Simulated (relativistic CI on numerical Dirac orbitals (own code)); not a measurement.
Method of calculation: Dirac-Coulomb-Breit CI, separate exchange-only KLI orbitals for each configuration, QED by a radiative potential, unscaled Slater integrals (own radial code, finite nucleus).

CI space (outside the closed core [Ar]): 3d¹⁰4s, 3d¹⁰4p, 3d¹⁰4d, 3d¹⁰4f, 3d¹⁰5s, 3d¹⁰5p, 3d¹⁰5d, 3d¹⁰5f, 3d¹⁰5g, 3d¹⁰6s, 3d¹⁰6p, 3d¹⁰6d, 3d⁹4s², 3d¹⁰6f, 3d¹⁰7s, 3d⁹4s4p, 3d¹⁰8s, 3d⁹4s4d, 3d⁹4s4f, 3d⁹4s5s, 3d⁹4s5p, 3d⁹4s5d, 3d⁹4s5f. Double excitations out of closed p, d and f shells are left out; levels of such configurations are missing from the list, as are those of other unlisted configurations, and high levels can miss mixing partners.

At this charge energies of transitions that change n are usually good to better than 1 %, and those within a shell (Δn = 0) to a few per cent.

Outline of the computed level scheme of Eu XXXV. Lowest level of each configuration: 3d¹⁰4s ²S1/2 at 0.000 eV; 3d¹⁰4p ²P°1/2 at 71.930 eV; 3d¹⁰4d ²D3/2 at 229.747 eV; 3d¹⁰4f ²F°5/2 at 361.729 eV; 3d¹⁰5s ²S1/2 at 591.870 eV; 3d¹⁰5p ²P°1/2 at 626.401 eV; 3d¹⁰5d ²D3/2 at 700.123 eV; 3d¹⁰5f ²F°5/2 at 758.469 eV; 3d¹⁰5g ²G7/2 at 784.371 eV.

Some strong electric-dipole decays among the lowest 16 levels: 3d¹⁰5g ²G9/2 → 3d¹⁰4f ²F°7/2 (7.3e+12 s⁻¹); 3d¹⁰5g ²G7/2 → 3d¹⁰4f ²F°5/2 (7.0e+12 s⁻¹); 3d¹⁰5f ²F°7/2 → 3d¹⁰4d ²D5/2 (3.6e+12 s⁻¹); 3d¹⁰5f ²F°5/2 → 3d¹⁰4d ²D3/2 (3.3e+12 s⁻¹); 3d¹⁰5s ²S1/2 → 3d¹⁰4p ²P°3/2 (2.4e+12 s⁻¹); 3d¹⁰5d ²D5/2 → 3d¹⁰4p ²P°3/2 (1.8e+12 s⁻¹); 3d¹⁰5p ²P°1/2 → 3d¹⁰4s ²S1/2 (1.5e+12 s⁻¹); 3d¹⁰5p ²P°1/2 → 3d¹⁰4d ²D3/2 (1.3e+12 s⁻¹).

LS names give the leading component of a level, which can be under half, so a name can repeat, a term be missing and a line seem to break the LS rules.
